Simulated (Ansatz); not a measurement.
A structure drawn as `[CH2]I`, with this starting geometry:

```xyz
4

C    -0.2276   -0.0022    0.0838
I     1.6888   -0.2865   -0.4920
H    -0.7139    1.0234   -0.1946
H    -0.7472   -0.7346    0.6028
```

Charge 0, multiplicity 2. I takes the def2 core potential.

Problem. Does it keep its bonds when Ansatz relaxes it at PBE-D4/def2-SVP and then PBE0-D4/def2-TZVP?

Solution. Yes, every drawn bond is still there and no new one forms.

Problem. Give the relaxed structure. (An estimate is asked.)

Solution. The calculation gave: 
Z-matrix (Å, degrees):
```
C
I 1 2.029
H 1 1.079 2 118.4
H 1 1.079 2 118.4 3 -180.0
```
All modes are real.

Atoms count as bonded under 1.1 times the sum of their covalent radii (H–H under 0.85 Å, pairs among N, O and F under 1.55 Å), and a drawn bond as lost past 1.3 times.
